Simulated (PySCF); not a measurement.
C₃H₃, doublet, at a GFN2-xTB geometry. Base run: WB97X/6-311G** in PySCF.

Geometry (Å):
```xyz
6

C      0.0167    -0.1109     0.8267
C      0.0041    -0.6991    -0.5338
C     -0.0216     0.5823    -0.5921
H      0.9375    -0.0735     1.3960
H     -0.8844    -0.1087     1.4280
H     -0.0479     1.5485    -1.0286
```
Charge 0, spin multiplicity 2.
Orbitals are unrestricted.
All else is at PySCF's defaults.
Base energy -115.93006 Eh.

Each row names what was changed in the base input (with any setting that the change needs).

```json
[
 {"change": "base", "ΔE vs base (µEh)": "0.0", "grid points": "71784", "electrons on the grid": "21.00001"},
 {"change": "grids.prune = off", "ΔE vs base (µEh)": "1.5", "grid points": "113256", "electrons on the grid": "21.00001"},
 {"change": "grids.radi_method = mura_knowles", "ΔE vs base (µEh)": "-0.3", "grid points": "67896", "electrons on the grid": "21.00001"},
 {"change": "grids.level = 0", "ΔE vs base (µEh)": "-4647", "grid points": "5120", "electrons on the grid": "21.00104"},
 {"change": "small_rho_cutoff = 0", "ΔE vs base (µEh)": "0.0", "grid points": "71784", "electrons on the grid": "21.00001"},
 {"change": "grids.becke_scheme = stratmann", "ΔE vs base (µEh)": "-0.1", "grid points": "71784", "electrons on the grid": "21.00001"},
 {"change": "grids.level = 2", "ΔE vs base (µEh)": "4.4", "grid points": "49744", "electrons on the grid": "21.00001"},
 {"change": "grids.atom_grid = (150, 974)", "ΔE vs base (µEh)": "9.1", "grid points": "483840", "electrons on the grid": "21.00000"},
 {"change": "grids.prune = dft.gen_grid.sg1_prune", "ΔE vs base (µEh)": "0.4", "grid points": "31896", "electrons on the grid": "20.99996"},
 {"change": "grids.level = 5", "ΔE vs base (µEh)": "8.9", "grid points": "199560", "electrons on the grid": "21.00000"},
 {"change": "grids.level = 7", "ΔE vs base (µEh)": "9.0", "grid points": "409992", "electrons on the grid": "21.00000"}
]
```

Open shells are given as the SCF converged; they aren't shown to be the lowest states, and a large step between rows can be another state.
